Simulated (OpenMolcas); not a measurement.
Au3+ with 6 ligands (water) in octahedral coordination (Th). Ligand basis ANO-RCC-VDZP.

- Program: OpenMolcas
- Method: CASSCF
- Basis: ANO-RCC-VTZP [8s7p5d3f1g]
- Scalar Hamiltonian: DKH2, point nucleus
- Active space: 8 electrons in 5 orbitals (5d)
- State averaging: 2S+1 = 3 even, 10 roots; 2S+1 = 1 even, 15 roots
- Spin-orbit coupling: RASSI with atomic mean-field integrals over the reference wave functions

All ligands move together. At R = 2.18 Å the first state of the same spin is 18583 cm-1, and at R = 2.21 Å it is 17261 cm-1.

Task: A third run gives 12631 cm-1. What distance was it run at?

Result: With a power law R^-n the two known points give n = -ln(17261 / 18583) / ln(2.21 / 2.18) = 5.40. Then R = 2.18 × (18583 / 12631)^(1/5.40) = 2.342 Å. The run was at 2.34 Å, so the estimate is off by +0.002 Å.

Without dynamic correlation the repulsion within the d shell is too large (B by tens of per cent), so at a given field states of lower spin stand too high. Real 4d8 and 5d8 ions are as a rule square planar and diamagnetic. With metal d orbitals alone the field can be off either way by tens of per cent. Ligand-to-metal charge-transfer states are missing. With no ligand orbital active B as a rule stays too high, so bands that hang on it stand too high and its fall with covalency is understated. The least metal-like active orbital is 79 % on the metal (Löwdin) and no ligand orbital is active, so the numbers are rough (holds for R = 2.18). The least metal-like active orbital is 80 % on the metal (Löwdin) and no ligand orbital is active, so the numbers are rough (holds for R = 2.21). The least metal-like active orbital is 82 % on the metal (Löwdin) and no ligand orbital is active, so the numbers are rough (holds for R = 2.34). No measured value stands beside these numbers; the geometry was imposed, not optimised, and the real ion may take another.
